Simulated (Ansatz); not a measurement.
B2N2⁺. Charge 1, multiplicity 2. Geometry r2SCAN-D4/def2-TZVP, that of the neutral singlet; atoms count from 1.

```
atom    x (Å)    y (Å)    z (Å)
  B1  -0.3394   0.3953   0.5344
  B2   0.3395  -0.3953  -0.5344
  N3   1.0588   0.2860   0.4609
  N4  -1.0588  -0.2860  -0.4609
```

The structure comes from a short search, and lower isomers may exist.

Question: Estimate the Mulliken populations from the PBE0/def2-TZVP orbitals of Ansatz.

Answer: 
| atom | charge (e) | spin (α − β) |
| --- | --- | --- |
| B1 | 0.44 | -0.10 |
| B2 | 0.44 | -0.10 |
| N3 | 0.06 | 0.60 |
| N4 | 0.06 | 0.60 |
Mulliken values and Mayer orders depend strongly on the basis.

Question: Where does the spin sit?

Answer: Summed by element: B -0.21, N 1.21, of 1 unpaired in all. Largest on single atoms: N4 0.60, N3 0.60, B1 -0.10.

Question: And the Mayer bond orders between bonded heavy atoms (over 0.3)?

Answer: B1–B2 0.81 (1.49 Å); B1–N3 1.28 (1.40 Å); B1–N4 1.28 (1.40 Å); B2–N3 1.28 (1.40 Å); B2–N4 1.28 (1.40 Å).
